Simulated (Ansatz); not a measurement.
Geometry optimisation of Zn₃SeF₄.

```yaml
crystal:
  periodic: [false, false, false]
  atoms:
    - {symbol: Zn, position_ang: [0.114390, -0.866590, -1.304570]}
    - {symbol: Zn, position_ang: [-1.113900, -1.035370, 1.174850]}
    - {symbol: Zn, position_ang: [1.107850, 1.527500, -0.331480]}
    - {symbol: Se, position_ang: [1.102430, -0.532170, 0.728570]}
    - {symbol: F, position_ang: [-1.545750, -1.451090, -0.751330]}
    - {symbol: F, position_ang: [1.945390, 2.960310, -0.033000]}
    - {symbol: F, position_ang: [-1.984750, -1.405050, 2.570870]}
    - {symbol: F, position_ang: [0.374340, 0.802460, -2.053910]}
basis:
  gaussian: {orbitals: def2-SVP}
hamiltonian: {xc: r2scan, dispersion: d4}
scf: {lower_state_search: "off"}
output: {orbitals: {seedname: orbitals}}
relax: {f_tol: 0.02, max_steps: 100}
```

```sh
$ ansatz run in.yaml --threads 4 --pin off --events-out ev --progress --plain --max-ram 8704MiB
```

Shortened log:

```
Functional definition: r2SCAN
  name "r2SCAN"
  cite "Furness, Kaplan, Ning, Perdew & Sun, J. Phys. Chem. Lett. 11, 8208 (2020) doi:10.1021/acs.jpclett.0c02405"
  cite "Furness, Kaplan, Ning, Perdew & Sun, J. Phys. Chem. Lett. 11, 9248 (2020) doi:10.1021/acs.jpclett.0c03077"
  parent r2scan
  parameter k0 = 0.174
  parameter k1 = 0.065
  parameter a1 = 4.9479
  exchange = r2scan_x(k0 = k0, k1 = k1, a1 = a1)
  correlation = r2scan_c
these checks for a lower state are left out or cut short: stability, starts, cluster_reference, orbital_swaps, neighbouring_geometries, increment
mean field -221439.95975868 eV, -8137.7684237357 hartree, gradient 3.3e-6 eV, S^2 0.000000; 0 other end points of the search recorded, 0 dependent functions left out
the calculation of the forces begins
relax step   1: F+E_penalty+E_count = -221440.02729160 eV  Δ(F+E_penalty+E_count) = +0.000e0 eV  max|allowed force component| = 1.915e0 eV/Å  Δτ_max = 0.0000 Å  (19 SCF iters, accepted)
these checks for a lower state are left out or cut short: stability, starts, cluster_reference, orbital_swaps, neighbouring_geometries, increment
mean field -221440.35174107 eV, -8137.7828288230 hartree, gradient 1.5e-6 eV, S^2 0.000000; 0 other end points of the search recorded, 0 dependent functions left out
the calculation of the forces begins
relax step   2: F+E_penalty+E_count = -221440.41799949 eV  Δ(F+E_penalty+E_count) = -3.907e-1 eV  max|allowed force component| = 3.980e-1 eV/Å  Δτ_max = 0.1883 Å  (25 SCF iters, accepted)
these checks for a lower state are left out or cut short: stability, starts, cluster_reference, orbital_swaps, neighbouring_geometries, increment
mean field -221440.29233763 eV, -8137.7806457867 hartree, gradient 1.4e-6 eV, S^2 0.000000; 0 other end points of the search recorded, 0 dependent functions left out
the calculation of the forces begins
relax step   3: F+E_penalty+E_count = -221440.35842659 eV  Δ(F+E_penalty+E_count) = +5.957e-2 eV  max|allowed force component| = 6.198e-1 eV/Å  Δτ_max = 0.1552 Å  (26 SCF iters, rejected (line search))
these checks for a lower state are left out or cut short: stability, starts, cluster_reference, orbital_swaps, neighbouring_geometries, increment
mean field -221440.38891116 eV, -8137.7841947987 hartree, gradient 2.8e-6 eV, S^2 0.000000; 0 other end points of the search recorded, 0 dependent functions left out
the calculation of the forces begins
relax step   4: F+E_penalty+E_count = -221440.45515095 eV  Δ(F+E_penalty+E_count) = -3.715e-2 eV  max|allowed force component| = 2.164e-1 eV/Å  Δτ_max = 0.0771 Å  (18 SCF iters, accepted)
these checks for a lower state are left out or cut short: stability, starts, cluster_reference, orbital_swaps, neighbouring_geometries, increment
mean field -221440.40083886 eV, -8137.7846331334 hartree, gradient 2.3e-6 eV, S^2 0.000000; 0 other end points of the search recorded, 0 dependent functions left out
the calculation of the forces begins
relax step   5: F+E_penalty+E_count = -221440.46707034 eV  Δ(F+E_penalty+E_count) = -1.192e-2 eV  max|allowed force component| = 2.315e-2 eV/Å  Δτ_max = 0.0688 Å  (18 SCF iters, accepted)
these checks for a lower state are left out or cut short: stability, starts, cluster_reference, orbital_swaps, neighbouring_geometries, increment
mean field -221440.40132972 eV, -8137.7846511722 hartree, gradient 1.5e-6 eV, S^2 0.000000; 0 other end points of the search recorded, 0 dependent functions left out
the calculation of the forces begins
relax step   6: F+E_penalty+E_count = -221440.46766918 eV  Δ(F+E_penalty+E_count) = -5.988e-4 eV  max|allowed force component| = 1.818e-2 eV/Å  Δτ_max = 0.0510 Å  (19 SCF iters, accepted)
Total energy: -221440.46769739 eV, -8137.7870901392 hartree
Atom 0 at     0.037026    -0.816111    -1.321697 Å, force    -0.015639     0.004238    -0.016470 eV/Å
Atom 1 at    -0.998546    -1.135408     1.233499 Å, force    -0.010498    -0.007113    -0.004450 eV/Å
Atom 2 at     1.281115     1.442383    -0.293498 Å, force     0.000975     0.005520    -0.012208 eV/Å
Atom 3 at     1.320228    -0.754556     0.697138 Å, force     0.008622    -0.005569     0.003448 eV/Å
Atom 4 at    -1.604545    -1.432513    -0.668555 Å, force     0.018183     0.005606     0.005608 eV/Å
Atom 5 at     1.727632     3.126608    -0.120002 Å, force    -0.000695     0.007110     0.002912 eV/Å
Atom 6 at    -2.191741    -1.300852     2.504323 Å, force    -0.004489     0.002207     0.005691 eV/Å
Atom 7 at     0.428832     0.870450    -2.031208 Å, force     0.003540    -0.011998     0.015468 eV/Å
Dipole moment:     0.331410    -0.735977    -0.746437 e Å
Checks for a lower state left out: stability, starts, cluster_reference, orbital_swaps, neighbouring_geometries, increment
```

Run time 13 s (4 threads of Intel Xeon 6975P-C on a shared host).

The structure comes from a short search, and lower isomers may exist.
